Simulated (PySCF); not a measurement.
Bromine: a sound run and one with changed settings

Sound run: Br²⁺ [Ar] 3d10 4s2 4p3, Br³⁺ [Ar] 3d10 4s2 4p2. Computed with PySCF 2.14 in cc-pVDZ-PP with ECP10MDF (4s3p2d, 23 functions), with a scalar-relativistic core potential. The sound run starts from symmetry-adapted Hartree-Fock orbitals and uses a fine grid where one is needed.

Changed run: basis STO-3G, all-electron and non-relativistic. This setting is unsound on purpose.

| species | method | sound run (hartree) | changed run (hartree) | converged |
| --- | --- | --- | --- | --- |
| Br²⁺ | UHF | -414.33728 | -2543.59590 | yes |
| Br²⁺ | LDA | -414.96392 | -2541.02538 | yes |
| Br²⁺ | r2SCAN | -415.44874 | -2544.89744 | yes |
| Br³⁺ | UHF | -413.06527 | -2542.29237 | yes |
| Br³⁺ | LDA | -413.67126 | -2539.70209 | yes |
| Br³⁺ | r2SCAN | -414.14850 | -2543.56441 | yes |

Ionisation energy of Br²⁺:

```csv
method,sound run (eV),changed run (eV)
UHF,34.613,35.471
LDA,35.175,36.009
r2SCAN,35.381,36.273
```

A minimal basis cannot let orbitals breathe on ionisation and holds almost no correlation. The Hamiltonian changed with the basis, so the totals do not compare.

For comparison, NIST gives 34.871 ± 0.019 eV between the lowest levels.
